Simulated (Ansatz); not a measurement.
Single points on Al₉Sb₈Cl₃.

```yaml
crystal:
  periodic: [false, false, false]
  atoms:
    - {symbol: Sb, position_ang: [-1.221481, -3.425567, 3.565336]}
    - {symbol: Sb, position_ang: [1.030935, -3.082582, 1.379251]}
    - {symbol: Sb, position_ang: [-1.758029, 3.394302, -2.305944]}
    - {symbol: Sb, position_ang: [0.761143, -0.105681, -2.355640]}
    - {symbol: Sb, position_ang: [-1.910820, 0.616648, 1.484270]}
    - {symbol: Sb, position_ang: [1.800953, 0.696881, 4.162035]}
    - {symbol: Sb, position_ang: [2.127609, 3.340634, 0.490189]}
    - {symbol: Sb, position_ang: [4.166404, -1.261481, 0.059463]}
    - {symbol: Al, position_ang: [-1.802997, -2.117276, 1.371488]}
    - {symbol: Al, position_ang: [-1.756636, 0.880727, -1.142567]}
    - {symbol: Al, position_ang: [0.357135, -0.718687, 0.229505]}
    - {symbol: Al, position_ang: [0.229656, -1.290204, 3.565187]}
    - {symbol: Al, position_ang: [2.547082, -0.782749, 2.028523]}
    - {symbol: Al, position_ang: [-1.265696, 1.230786, -3.762099]}
    - {symbol: Al, position_ang: [0.576390, 2.547497, -1.469843]}
    - {symbol: Al, position_ang: [2.654068, 0.819486, -0.293002]}
    - {symbol: Al, position_ang: [0.731420, 1.423725, 1.776751]}
    - {symbol: Cl, position_ang: [-3.117324, -2.857386, -0.146974]}
    - {symbol: Cl, position_ang: [-2.980513, -0.213914, -2.765998]}
    - {symbol: Cl, position_ang: [-1.186199, 0.854340, -5.846429]}
basis:
  gaussian: {orbitals: def2-SVP, fitting: {mean_field: def2-universal-jkfit}, initial_orbitals: start.molden}
hamiltonian: {xc: pbe, dispersion: d4}
scf: {omitted_lower_state_checks: [starts]}
output: {orbitals: {seedname: orbitals}}
```

The file start.molden holds the orbitals of an earlier run on this structure, at another level or in another basis.

```sh
$ ansatz run in.yaml --threads 2 --pin off --events-out ev --progress --plain --max-ram 31744MiB --backend cuda --devices 0, --max-vram 18GiB
```

It prints (some lines left out):

```
Functional definition: PBE
3280 factors; integrals over basis functions are off by at most 3.0e-2 eV
mean field evaluation 1: about -149184.7050 eV, gradient 1.3e1 eV
mean field evaluation 2: about -149185.0945 eV, gradient 4.1e-1 eV
mean field evaluation 4: about -149185.1002 eV, gradient 5.5e-3 eV
mean field -149185.10019095 eV, -5482.4513107246 hartree, gradient 2.0e-5 eV, S^2 0.000000; 0 other end points of the search recorded, 0 dependent functions left out
reference -149185.10025240 eV, -5482.4513129827 hartree; 176, 176 occupied and 248, 248 virtual orbitals, 3280 factors
Total energy: -149187.97745363 eV, -5482.5570481778 hartree
Checks for a lower state left out: starts
```

Run time 3.8 s (2 threads of AMD EPYC 7R13 on a shared host and a share (18 GiB) of an NVIDIA H100 80GB HBM3), peak host memory 0.95 GiB.

As the first input, with `gaussian: {orbitals: def2-SVP, initial_orbitals: start.molden}`, `correlation: {method: mp2}` and without the key `hamiltonian` (abridged; 8 s):

```
Functional definition: HF
mean field -148829.03293479 eV, -5469.3660804116 hartree, gradient 2.1e-6 eV, S^2 0.000000; unrestricted orbitals would lower it
mean field evaluation 16: about -148829.0265 eV, gradient 1.4e-1 eV
92 core orbitals not correlated: weight in the atoms' cores, before any rotation towards them, 1.000 or more for the frozen orbitals, at most 0.000 for the correlated occupied ones
second order -54.04083566 eV of doubles, -0.00000000 eV of singles
Total energy: -148883.07377045 eV, -5471.3520444920 hartree
Checks for a lower state left out: starts
```

First input, but with `gaussian: {orbitals: def2-SVP, initial_orbitals: start.molden}`, `hamiltonian: {xc: pbe}`, `correlation: {method: rpa}` and without the key `output` (abridged; 10 s):

```
Functional definition: PBE
mean field -149185.09327794 eV, -5482.4510566763 hartree, gradient 1.9e-6 eV, S^2 0.000000
92 core orbitals not correlated: weight in the atoms' cores, before any rotation towards them, 1.000 or more for the frozen orbitals, at most 0.000 for the correlated occupied ones
Total energy: -148906.19179617 eV, -5472.2016162672 hartree
Checks for a lower state left out: starts
```

First input, but with `hamiltonian: {xc: {name: B2PLYP}}` and without the key `output` (abridged; 9.5 s):

```
Functional definition: B2PLYP
mean field -149111.22052880 eV, -5479.7362832181 hartree, gradient 1.8e-6 eV, S^2 0.000000
92 core orbitals not correlated: weight in the atoms' cores, before any rotation towards them, 1.000 or more for the frozen orbitals, at most 0.000 for the correlated occupied ones
second order -69.98579179 eV of doubles, -0.00000000 eV of singles
Total energy: -149130.11697082 eV, -5480.4307146538 hartree
Checks for a lower state left out: starts
```

The first input with `hamiltonian: {xc: {name: wB97M-V}}` (abridged; 15 s):

```
Functional definition: wB97M-V
mean field -149220.65822302 eV, -5483.7580443009 hartree, gradient 7.3e-5 eV, S^2 0.000000
Total energy: -149220.65829727 eV, -5483.7580470299 hartree
Checks for a lower state left out: starts
```

As the first input, with `hamiltonian: {xc: r2scan, dispersion: d4}`, `output: {forces: true, orbitals: {seedname: orbitals}}` (abridged; 9.5 s):

```
Functional definition: r2SCAN
mean field -149246.59557422 eV, -5484.7112243766 hartree, gradient 1.6e-5 eV, S^2 0.000000
Total energy: -149247.29638701 eV, -5484.7369787717 hartree
Atom 0 force     0.088796     0.184313    -0.130656 eV/Å
Atom 1 force    -0.109755     0.098826     0.093311 eV/Å
Atom 2 force     0.144581    -0.214853    -0.002733 eV/Å
Atom 3 force    -0.078396     0.108082     0.077335 eV/Å
Atom 4 force     0.060293    -0.067255    -0.160919 eV/Å
Atom 5 force    -0.087993    -0.144049    -0.126895 eV/Å
Atom 6 force    -0.095569    -0.154362    -0.110817 eV/Å
Atom 7 force    -0.106398     0.153339     0.084367 eV/Å
Atom 8 force    -0.087841    -0.106011     0.025023 eV/Å
Atom 9 force    -0.070754     0.042532    -0.090189 eV/Å
Atom 10 force     0.051554    -0.016965    -0.006006 eV/Å
Atom 11 force     0.059476    -0.066276     0.018179 eV/Å
Atom 12 force     0.018404    -0.005931    -0.089857 eV/Å
Atom 13 force    -0.039459    -0.020273    -0.060458 eV/Å
Atom 14 force    -0.028726     0.080394     0.017738 eV/Å
Atom 15 force     0.031635    -0.057573     0.056981 eV/Å
Atom 16 force     0.075548     0.010015     0.068518 eV/Å
Atom 17 force     0.086382     0.048231     0.109736 eV/Å
Atom 18 force     0.099487     0.093280     0.041895 eV/Å
Atom 19 force    -0.011267     0.034537     0.185446 eV/Å
Dipole moment:    -0.033608     0.296980     0.561020 e Å
Checks for a lower state left out: starts
```

The first input with `hamiltonian: {xc: {name: wB97X-V}}` (abridged; 15 s):

```
Functional definition: wB97X-V
mean field -149212.32398895 eV, -5483.4517668481 hartree, gradient 6.6e-5 eV, S^2 0.000000
Total energy: -149212.32398591 eV, -5483.4517667366 hartree
Checks for a lower state left out: starts
```

Geometry: PBE-D4/def2-SVP.

In the def2 sets Sb takes a core potential; there is no spin–orbit coupling. Correlated methods freeze 92 core orbitals; core or outer-core shells of Sb are correlated, in sets that lack core-valence functions. Single mean-field runs in def2-SVP are fitted with def2-universal-jkfit. The restricted singlet is unstable towards broken spin symmetry in Hartree–Fock (as tested in another run); at PBE-D4/def2-SVP, B2PLYP/def2-SVP, ωB97M-V/def2-SVP, r2SCAN-D4/def2-SVP and others this wasn't settled. At MP2/def2-SVP the restricted singlet (for correlated methods, its reference) is unstable: a solution with broken spin symmetry lies lower.
